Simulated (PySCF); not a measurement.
Several molecules and their computed UV-vis stick spectra, shuffled. Method used: TDDFT CAM-B3LYP/def2-SVPD, vertical, gas phase, core orbitals frozen in the response in PySCF 2.14.0, density-fitted response routines. Geometries: PBE0-D3(BJ)/def2-SVP; one conformer of each isolated species. Triplets are in the Tamm–Dancoff approximation. Atoms past krypton carry core potentials; spin–orbit coupling is left out. Ions are computed without counter-ions or solvent.

A. `C=C(C)[Si@H]1CCCO1`
B. `[I][Ga-]([I])([I])[I]`
C. `CCO[C@H]1C=CC[SiH2]1`

Lowest singlet levels (six at most, fewer where fewer were computed) with oscillator strengths:

1. 290 nm (f 0.000 summed over 3 states); 263 nm (f 0.362 summed over 3 states); 254 nm (f 0.000 summed over 2 states); 211 nm (f 0.000 summed over 3 states); 208 nm (f 0.011 summed over 3 states) [of 15 roots; the last level is left out, as the window may have cut its degenerate partner]; T1 4.02 eV
2. 189 nm (f 0.005); 180 nm (f 0.323); 172 nm (f 0.010); 169 nm (f 0.004); 168 nm (f 0.038); 163 nm (f 0.017); T1 4.17 eV
3. 198 nm (f 0.026); 186 nm (f 0.003); 184 nm (f 0.030); 175 nm (f 0.087); 172 nm (f 0.065); 168 nm (f 0.011); T1 4.32 eV

Question: Which spectrum belongs to which structure?

Answer: 1 = B, 2 = A, 3 = C.
- A: S1 at 6.54 eV, HOMO-1→LUMO (63%), HOMO-2→LUMO (11%), HOMO-3→LUMO (9%); Löwdin shares by element: HOMO carbon 78% or more (atoms not listed hold the other 22%); LUMO carbon 55% or more, silicon 11%, hydrogen 6% or more (atoms not listed hold the other 28%); HOMO -8.71 and LUMO 0.92 eV.
- B: S1 at 4.28 eV, HOMO-2/HOMO-1/HOMO→LUMO (≥90%); Löwdin shares by element: HOMO (one of a set within 0.03 eV) iodine 99% or more; LUMO iodine 57% or more, gallium 25% (atoms not listed hold the other 19%); HOMO -4.85 and LUMO 2.18 eV; point group Td, 8 of its 14 listed states under f = 0.0005.
- C: S1 at 6.26 eV, HOMO→LUMO+1 (80%); Löwdin shares by element: HOMO oxygen 35%, carbon 24% or more, silicon 10% (atoms not listed hold the other 31%); LUMO silicon 29%, carbon 22% or more, hydrogen 9% or more (atoms not listed hold the other 40%); HOMO -8.22 and LUMO 1.24 eV.

A slash joins orbitals within 0.01 eV of each other, whose weights are summed (≥ marks a lower bound).
